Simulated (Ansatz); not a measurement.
`C[Si](C)(C)C#Cc1sc(-c2sc(-c3sc(C#C[Si](C)(C)C)c4c3OCCO4)c3c2OCCO3)c2c1OCCO2`, relaxed as a singlet with RKS PBE-D4/def2-SVP in Ansatz, starting from the GFN2-xTB geometry. Force threshold 0.03 eV/Å.

Single mean-field runs in def2-SVP are fitted with def2-universal-jkfit.

Start:

```xyz
69

C    -8.397    2.219    3.711
Si   -8.111    3.623    2.449
C    -9.427    3.565    1.069
C    -8.096    5.306    3.347
C    -6.471    3.358    1.624
C    -5.435    3.085    1.055
C    -4.244    2.720    0.432
S    -2.720    2.719    1.296
C    -1.887    2.030   -0.063
C    -0.524    1.644    0.016
S     0.227    0.636   -1.185
C     1.700    0.515   -0.256
C     2.785   -0.326   -0.656
S     2.493   -1.874   -1.397
C     4.190   -2.281   -1.368
C     4.655   -3.542   -1.736
C     5.042   -4.659   -2.004
Si    5.712   -6.378   -2.204
C     6.446   -6.908   -0.526
C     4.303   -7.564   -2.697
C     7.068   -6.354   -3.544
C     4.927   -1.236   -0.857
C     4.134   -0.136   -0.446
O     4.674    0.999    0.086
C     5.991    0.775    0.545
C     6.810    0.041   -0.520
O     6.287   -1.253   -0.745
C     1.604    1.258    0.901
C     0.349    1.887    1.055
O     0.009    2.613    2.163
C     0.854    2.298    3.250
C     2.321    2.325    2.814
O     2.578    1.319    1.856
C    -2.749    1.839   -1.123
C    -4.075    2.242   -0.851
O    -5.073    2.151   -1.778
C    -4.570    1.938   -3.082
C    -3.468    0.874   -3.087
O    -2.360    1.294   -2.314
H    -9.389    2.270    4.152
H    -7.675    2.272    4.520
H    -8.294    1.245    3.243
H    -9.353    4.441    0.433
H    -9.281    2.692    0.439
H   -10.441    3.524    1.459
H    -7.897    6.120    2.657
H    -9.050    5.505    3.828
H    -7.328    5.331    4.115
H     5.691   -6.892    0.254
H     6.854   -7.914   -0.574
H     7.244   -6.239   -0.221
H     3.477   -7.504   -1.995
H     4.648   -8.594   -2.712
H     3.913   -7.332   -3.683
H     7.556   -7.320   -3.639
H     7.832   -5.621   -3.305
H     6.658   -6.095   -4.516
H     5.974    0.169    1.460
H     6.412    1.757    0.760
H     7.843   -0.101   -0.201
H     6.787    0.617   -1.456
H     0.654    3.042    4.020
H     0.612    1.295    3.629
H     2.558    3.312    2.395
H     2.984    2.124    3.656
H    -4.168    2.876   -3.486
H    -5.419    1.615   -3.685
H    -3.868   -0.067   -2.684
H    -3.085    0.707   -4.094
```

**Question.** Estimate the energy that the relaxation releases and the steps that it takes.

**Answer.** 0.56 eV, in 22 steps; 2 min on 4 threads of AMD EPYC 7R13 on a shared host and a share (37 GiB) of an NVIDIA H100 80GB HBM3. The force fell under the threshold at step 19, but the optimiser went on. No frequencies were taken in this run, so the end may be a saddle point.

**Question.** Does the start keep its bonding and symmetry?

**Answer.** By distances, no bond broke or formed. The bond that changes most is C5–C6, from 1.21 to 1.24 Å (atoms count from 1).

**Question.** Predict the relaxed structure.

**Answer.** 
```xyz
69

C    -8.927    3.427    3.464
Si   -8.173    4.390    2.020
C    -9.389    4.449    0.571
C    -7.724    6.143    2.575
C    -6.640    3.537    1.457
C    -5.617    2.950    1.078
C    -4.455    2.292    0.654
S    -2.918    2.497    1.498
C    -2.077    1.421    0.393
C    -0.691    1.090    0.538
S     0.138   -0.027   -0.537
C     1.648    0.099    0.359
C     2.798   -0.661   -0.048
S     2.611   -2.259   -0.749
C     4.349   -2.466   -0.961
C     4.889   -3.619   -1.545
C     5.359   -4.642   -2.063
Si    6.054   -6.165   -2.833
C     7.006   -7.142   -1.522
C     4.617   -7.196   -3.503
C     7.217   -5.666   -4.240
C     5.021   -1.337   -0.479
C     4.152   -0.322    0.023
O     4.618    0.877    0.475
C     6.006    0.818    0.803
C     6.799    0.148   -0.312
O     6.374   -1.205   -0.508
C     1.503    0.985    1.428
C     0.197    1.547    1.515
O    -0.168    2.430    2.489
C     0.743    2.430    3.593
C     2.185    2.433    3.103
O     2.474    1.257    2.345
C    -2.964    0.945   -0.577
C    -4.295    1.427   -0.435
O    -5.300    1.073   -1.280
C    -4.813    0.459   -2.477
C    -3.718   -0.556   -2.174
O    -2.590    0.083   -1.568
H    -9.856    3.919    3.823
H    -8.218    3.369    4.315
H    -9.179    2.391    3.160
H    -8.958    5.006   -0.285
H    -9.637    3.426    0.223
H   -10.332    4.950    0.872
H    -7.277    6.721    1.742
H    -8.626    6.684    2.929
H    -6.990    6.119    3.406
H     6.341   -7.432   -0.684
H     7.438   -8.067   -1.958
H     7.837   -6.537   -1.104
H     3.918   -7.479   -2.690
H     4.992   -8.128   -3.975
H     4.043   -6.630   -4.265
H     7.657   -6.564   -4.722
H     8.047   -5.036   -3.862
H     6.675   -5.087   -5.015
H     6.147    0.261    1.758
H     6.344    1.863    0.948
H     7.877    0.107   -0.062
H     6.674    0.721   -1.259
H     0.523    3.339    4.186
H     0.561    1.534    4.230
H     2.372    3.339    2.482
H     2.888    2.438    3.959
H    -4.419    1.241   -3.168
H    -5.682   -0.032   -2.957
H    -4.111   -1.348   -1.496
H    -3.352   -1.032   -3.104
```
Bond lengths: 18 × C–C 1.24 to 1.52 Å; 12 × C–O 1.36 to 1.43 Å; 8 × C–Si 1.84 to 1.89 Å; 6 × C–S 1.76 to 1.77 Å; 30 × C–H 1.11 Å.
